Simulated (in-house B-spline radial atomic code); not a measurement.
Successive ionisation energies of ytterbium; each step leads to the configuration of the next row (after the last: bare). NIST's values go from ground level to ground level; the uncertainty of those that are theory runs from under 0.1 % in few-electron ions to several per cent in heavy many-electron ones. Computed with a B-spline radial code for spherical atoms: non-relativistic Hartree-Fock, average of the configuration, point nuclei.

This level leaves out relativity, spin-orbit splitting included, which matters for heavy ions.

| ion | configuration | ionisation energy (eV) | tabulated value (eV) | tabulated kind | computed minus tabulated (eV) | highest orbital | largest mean radius (bohr) |
| --- | --- | --- | --- | --- | --- | --- | --- |
| Yb59+ | [Ne] 3s1 | 5833.6 | 6236 | tabulated theory | -402 | 3s | 0.21069 |
| Yb60+ | [He] 2s2 2p6 | 13668.3 | 13784 | tabulated theory | -116 | 2p | 0.089941 |
| Yb61+ | [He] 2s2 2p5 | ? | ? | tabulated theory | ? | ? | ? |
| Yb62+ | [He] 2s2 2p4 | 14287.6 | 14435 | tabulated theory | -147 | 2p | 0.089154 |
| Yb63+ | [He] 2s2 2p3 | 14601.4 | 14752 | tabulated theory | -151 | 2p | 0.088765 |
| Yb64+ | [He] 2s2 2p2 | ? | ? | tabulated theory | ? | ? | ? |
| Yb65+ | [He] 2s2 2p1 | 15237.4 | 16570 | tabulated theory | -1333 | 2p | 0.087996 |
| Yb66+ | [He] 2s2 | 15635.1 | 17050 | tabulated theory | -1415 | 2s | 0.087616 |
| Yb67+ | [He] 2s1 | ? | ? | tabulated theory | ? | ? | ? |
| Yb68+ | 1s2 | 65480.4 | 70123.04 | tabulated theory | -4643 | 1s | 0.021544 |
| Yb69+ | 1s1 | 66667.9 | 71574.63 | tabulated theory | -4907 | 1s | 0.021429 |

(1) Fill in the row of Yb61+.

(2) Fill in the row of Yb64+.

(3) Fill in the row of Yb67+.

(4) Where is the largest jump?

Results:

(1) ionisation energy (eV): 13976.5; tabulated value (eV): 14093; computed minus tabulated (eV): -116; highest orbital: 2p; largest mean radius (bohr): 0.089546.

(2) ionisation energy (eV): 14918.0; tabulated value (eV): 16191; computed minus tabulated (eV): -1273; highest orbital: 2p; largest mean radius (bohr): 0.088379.

(3) ionisation energy (eV): 15915.9; tabulated value (eV): 17365.44; computed minus tabulated (eV): -1450; highest orbital: 2s; largest mean radius (bohr): 0.087265.

(4) From Yb67+ to Yb68+, by a factor of 4.11 (15916 to 65480 eV); the highest orbital goes from 2s to 1s.
